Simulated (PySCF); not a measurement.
ClSi, SMILES [Si]Cl (connectivity only; charge and spin as stated), charge +1, multiplicity 1. Atoms are numbered in the order given.

```xyz
2

Si     0.0000     0.0000    -1.0830
Cl     0.0000     0.0000     0.8918
```
Charge +1, spin multiplicity 1.

Coordinates come from a PBE-D3(BJ)/def2-TZVPD optimisation.

Method: PySCF with HF/def2-TZVPD.

Mulliken values depend strongly on the basis, most of all with diffuse functions as here. ESP charges are fitted to the potential on shells at 1.4 to 2.0 van der Waals radii. Atomic charges (e):

```tsv
atom	Mulliken	ESP fit	meta-Löwdin
Si1	1.05	(withheld)	1.05
Cl2	-0.05	(withheld)	-0.05
```

Task: Complete the blanks. (An estimate is asked for; the answer gives what the named calculation found.)

Result: 
- Si1, ESP fit: 0.86
- Cl2, ESP fit: 0.14
